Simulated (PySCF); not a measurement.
## How methods differ on the excitation energy of B⁺

B⁺ [He] 2s2 (1S) → B⁺ [He] 2s1 2p1, s spin flipped, as a difference of total energies. Computed with PySCF 2.14 in x2c-TZVPPall (5s3p2d1f, 31 functions), with the spin-free X2C one-electron Hamiltonian (Gaussian nucleus). Correlated levels: valence and next inner shell: nothing frozen. The calculations carry no spin-orbit coupling.

| method | excitation energy (cm⁻¹) |
| --- | --- |
| UHF | 48659 |
| MP2 (valence and next inner shell) | 49683 |
| SCS-MP2 (valence and next inner shell) | 49967 |

The upper determinant mixes two multiplicities, so it lies between the two terms.

The basis was made for the ground configuration and has no added diffuse functions, so the excitation energy can come out too high.

The coupled-cluster amplitudes are large for the upper state (T1 above 0.03 or a double amplitude above 0.15), so a single reference is strained.
